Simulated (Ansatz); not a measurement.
`C[Se][SiH2]F` + H₂S → `C[Se][SiH2]S` + H–F  (ligand exchange at the Si–F bond)

Gas-phase electronic energies from Ansatz, PBE0-D4/def2-TZVP geometries. CCSD(T)/CBS is the MP2 limit (def2-TZVPP, def2-QZVPP) plus CCSD(T) − MP2 in def2-TZVPP, frozen cores. This one scheme is used for every species. Functionals use def2-TZVPP. For Se outer-core shells are correlated without core-valence functions, which leaves a few kJ/mol of doubt a bond. Scalar relativity is left out up to krypton. Each species was taken in one conformer, which may not be the lowest.

`C[Se][SiH2]F`:

Cartesian coordinates in Å:
```
C 0.563 -0.654 -1.320
Se 1.268 -0.549 0.507
Si -0.511 0.612 1.271
F -0.266 0.917 2.820
H -0.379 -1.199 -1.336
H 0.439 0.343 -1.740
H 1.306 -1.200 -1.898
H -0.656 1.903 0.554
H -1.764 -0.173 1.142
```

H₂S:

Cartesian coordinates in Å:
```
S 0.320 0.016 0.530
H 0.669 -0.011 -0.764
H -0.988 -0.005 0.234
```

`C[Se][SiH2]S`:

Cartesian coordinates in Å:
```
C -1.686 -0.532 -0.289
Se -0.084 -1.565 0.151
Si 1.419 0.079 -0.233
S 1.065 1.842 0.923
H -1.692 0.396 0.280
H -2.538 -1.146 -0.004
H -1.719 -0.328 -1.358
H 1.362 0.581 -1.629
H 2.739 -0.533 0.055
H 1.133 1.206 2.105
```

H–F:

Cartesian coordinates in Å:
```
F 0.216 -0.124 -0.387
H -0.216 0.124 0.387
```

(1) Is it downhill or uphill in electronic energy at CCSD(T)/CBS, and by how much? (Estimate.)

(2) What do these levels give: PBE0-D4, ωB97M-V, PBE, r2SCAN, PBE0, HF/def2-TZVPP, MP2/def2-TZVPP, CCSD/def2-TZVPP, CCSD(T)/def2-TZVPP, HF/def2-QZVPP, SCS-MP2/def2-QZVPP, MP2/CBS(def2)? (An estimate is asked.)

Largest T1 diagnostic among the species: 0.010.

Results:

(1) The calculation gave: Uphill: ΔE = +14.1 kcal/mol.

(2) Ansatz gave: PBE0-D4 11.8, ωB97M-V 15.4, PBE 12.9, r2SCAN 15.1, PBE0 13.2, HF/def2-TZVPP 21.0, MP2/def2-TZVPP 13.5, CCSD/def2-TZVPP 16.1, CCSD(T)/def2-TZVPP 14.9, HF/def2-QZVPP 21.6, SCS-MP2/def2-QZVPP 15.5, MP2/CBS(def2) 12.6 kcal/mol.

In def2-TZVPP, CCSD(T) changes the Hartree–Fock value by −6.1 kcal/mol (the triples alone add −1.2 kcal/mol) and MP2 by −7.5 kcal/mol. The D4 term adds −2.5 kcal/mol with B3LYP and −1.4 kcal/mol with PBE0; it sums over pairs of atoms, weighted by their polarisabilities, and B3LYP, whose exchange is more repulsive, gets the larger term.

B3LYP here is the variant with VWN-RPA as its local correlation; programs differ in this.
